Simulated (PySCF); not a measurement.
# LiGa: a base run and its variants

Base input, run as `OMP_NUM_THREADS=1 python input.py` with PySCF 2.14:

```python
from pyscf import gto, scf
from pyscf.hessian import thermo

mol = gto.M(
    atom='Li 0 0 0; Ga 0 0 2.241',
    basis='6-31g',
    charge=0,
    spin=0,
    symmetry=True,
    verbose=4,
)
mf = scf.RHF(mol)
mf.kernel()
hess = mf.Hessian().kernel()
print('wavenumber (cm^-1) =', thermo.harmonic_analysis(mol, hess)['freq_wavenumber'].round(1))
mf.dip_moment()
print('orbital energies (hartree):', mf.mo_energy[..., max(0, mol.nelec[1]-3):mol.nelec[0]+3].round(4))
```

Base result: E(SCF) = -1930.298654 Eh, 9 cycles, μz(SCF) = -3.87 D, wavenumbers 635 cm⁻¹. Stability towards an unrestricted solution was not tested. The bond length is a typed value, not an optimised one, so the wavenumber is not that of the minimum.

Hardware: Arm Neoverse V1, 1 thread, shared host. Wall time 11 s, peak memory 0.12 GiB.

Each row names what differs from the base; energies in brackets are changes from the base.

```tsv
change	result	wall time (s)
level shift (hartree): none → -0.2 [unsound on purpose] [may be another electronic state]	not converged: SCF after 50 cycles	11
electric field along z (a.u.): none → 0.05; point-group symmetry: on → off; step after the SCF: frequency → analyze [may be another electronic state]	E(SCF) = -1930.609703 Eh (-8.4641 eV), 8 cycles, μz(SCF) = 33.24 D	1.1
density fitting: none → cc-pvdz-jkfit	stops with BasisNotFoundError (Basis set not found for Li in cc-pvdz-jkfit)	0.86
step after the SCF: frequency → mp2; frozen orbitals: default → 9	E(SCF) = -1930.298654 Eh (+0.0000 eV), 9 cycles, E(MP2) − E(SCF) = -0.19937 Eh, μz(SCF) = -3.87 D	1.2
geometry: bond 2.241 → bond 6.723 [stretched restricted solution, likely unstable]	not converged: SCF after 50 cycles	8.7
charge: 0 → 2; SCF type: RHF → UHF [another spin of the ion may lie lower] [not at a minimum]	E(SCF) = -1929.712966 Eh (+15.9374 eV), 9 cycles, wavenumbers 550 cm⁻¹	11
step after the SCF: frequency → eomee; frozen orbitals: default → 9; number of roots: default → 5	E(SCF) = -1930.298654 Eh (+0.0000 eV), 9 cycles, E(CCSD) − E(SCF) = -0.20480 Eh, μz(SCF) = -3.87 D, excitation roots -0.075, -0.075, -0.075, -0.075, -0.075, 0.722 eV	2.3
electric field along z (a.u.): none → 0.005; point-group symmetry: on → off; step after the SCF: frequency → analyze	E(SCF) = -1930.294132 Eh (+0.1230 eV), 9 cycles, μz(SCF) = -0.63 D	1.1
spin (2S): 0 → 1 [unsound on purpose] [runs as restricted open-shell]	stops with RuntimeError (Electron number 34 and spin 1 are not consistent)	0.75
SCF type: RHF → UHF [an earlier cycle lay lower, so not the lowest solution of its kind] [not at a minimum]	E(SCF) = -1930.298654 Eh (+0.0000 eV), 13 cycles, μz(SCF) = -3.87 D, wavenumbers 635 cm⁻¹	11
basis set: 6-31g → crenbl; core potential: off → on [not at a minimum]	E(SCF) = -77.688794 Eh, 10 cycles, μz(SCF) = -3.59 D, wavenumbers 600 cm⁻¹	2.9
geometry: bond 2.241 → bond 0.5 [unsound on purpose]	not converged: SCF after 50 cycles	12
SCF type: RHF → ROHF	stops with NotImplementedError (Method Hessian invalid or not implemented) after the SCF	0.98
Cartesian functions: off → on [not at a minimum]	E(SCF) = -1930.299994 Eh (-0.0364 eV), 9 cycles, μz(SCF) = -3.89 D, wavenumbers 636 cm⁻¹	11
spin-free X2C: off → on [basis contracted without relativity] [not at a minimum]	E(SCF) = -1945.359339 Eh, 9 cycles, μz(SCF) = -3.75 D, wavenumbers 632 cm⁻¹	13
step after the SCF: frequency → stability; point-group symmetry: on → off	E(SCF) = -1930.298654 Eh (+0.0000 eV), 9 cycles, μz(SCF) = -3.87 D, internal stable; real -> complex unstable; RHF/RKS -> UHF/UKS unstable	1.2
```

Order these changes by how far they move the SCF energy from the base, largest first: (1) Cartesian functions: off → on; (2) SCF type: RHF → UHF; (3) electric field along z (a.u.): none → 0.005; point-group symmetry: on → off; step after the SCF: frequency → analyze; (4) electric field along z (a.u.): none → 0.05; point-group symmetry: on → off; step after the SCF: frequency → analyze.

(4) -8.4641 eV, (3) +0.1230 eV, (1) -0.0364 eV, (2) +0.0000 eV.
